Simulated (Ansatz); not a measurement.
Cost and result up the ladder for Zn8H26S8 (42 atoms). The state is a singlet with charge 0. Geometry: PBE-D4/def2-SVP, loosely relaxed.

```
atom   x (Å)   y (Å)   z (Å)
  S1   0.552  -3.577   1.343
 Zn2   0.787  -3.422   3.726
  S3   2.572  -1.815   4.110
  S4  -0.814  -2.621  -1.865
 Zn5   2.233  -1.999   0.625
  S6   0.910  -0.191   1.498
 Zn7  -0.423   1.727   2.901
  S8  -2.372   0.127  -0.381
 Zn9   1.305  -1.434  -1.968
 S10   0.918   0.916  -1.835
Zn11   1.712   1.907   0.424
 S12  -0.415   3.015   0.771
Zn13  -2.857   1.451   1.592
Zn14   1.277   0.090  -4.145
 S15  -1.214   2.781  -3.539
Zn16  -2.099   4.263  -1.164
 H17   1.121  -4.804   1.169
 H18  -0.578  -3.154  -0.606
 H19  -0.884  -2.008   4.055
 H20   0.271  -4.444   4.784
 H21   3.428  -2.750   4.619
 H22   3.121  -1.941   2.712
 H23  -0.935  -0.781  -4.327
 H24  -1.580  -1.540  -1.339
 H25   3.579  -2.061   1.539
 H26  -0.211  -0.300   0.715
 H27   0.431   2.193   4.119
 H28  -2.837   1.108  -1.234
 H29  -0.544  -1.548   3.525
 H30   1.652  -1.517  -3.663
 H31   2.494  -2.130  -1.053
 H32  -0.407   0.672  -1.466
 H33   3.201   2.362   0.453
 H34  -1.024   1.963   0.107
 H35  -1.793   0.753   2.729
 H36  -4.091   2.378   1.776
 H37  -1.084  -0.021  -4.258
 H38   1.470   0.960  -5.411
 H39  -2.121   3.477  -4.287
 H40  -0.169   3.178  -4.325
 H41  -1.465   5.692  -1.273
 H42  -3.114   3.043  -1.152
```

Ansatz on 2 threads of AMD EPYC 7R13 on a shared host and a share (18 GiB) of an NVIDIA H100 80GB HBM3. Times are rough, and most runs start from the orbitals of an earlier one. No level here is sound enough to serve as a yardstick. Binding counts from free atoms at the same level (S triplet, Zn singlet, H doublet; other spins of the atoms weren't run), without zero-point energy or a counterpoise term.

Correlated methods freeze 112 core orbitals. The rows differ in basis, and correlated rows in double-zeta sets carry the largest basis error. Single mean-field runs in def2-SVP, def2-TZVP are fitted with def2-universal-jkfit. In the singlet geometry the species has come apart into loosely held pieces. In the singlet, H23 and H37 lie 0.78 Å apart, H19 and H29 lie 0.78 Å apart, H22 and H25 lie 1.27 Å apart (atoms count from 1), so H2 has formed as a molecule.

Correlated methods converge slowly with the basis, most of all in double-zeta sets.

| level | functions | wall time | binding energy per atom (eV) | remarks |
| --- | --- | --- | --- | --- |
| PBE0-D4/def2-SVP | 522 | 5.5 s | 2.30 | loose geometry |
| LDA (SPW92)/def2-SVP | 522 | 6 s | 2.68 | loose geometry |
| PBE-D4/def2-SVP (with forces) | 522 | 6.5 s | 2.33 | loose geometry |
| PBE-D4/def2-TZVP | 836 | 7 s | 2.26 | loose geometry |
| MP2/def2-SVP | 522 | 9 s | 2.10 | loose geometry |
| r2SCAN-D4/def2-SVP (with forces) | 522 | 11 s | 2.38 | loose geometry |
| r2SCAN0-D4/def2-SVP | 522 | 11 s | 2.34 | loose geometry |
| PBE0-D4/def2-TZVP | 836 | 12 s | 2.25 | loose geometry |
| B97M-V/def2-SVP | 522 | 14 s | 2.37 | loose geometry |
| HF/STO-3G | 242 | 17 s | 1.88 | loose geometry |
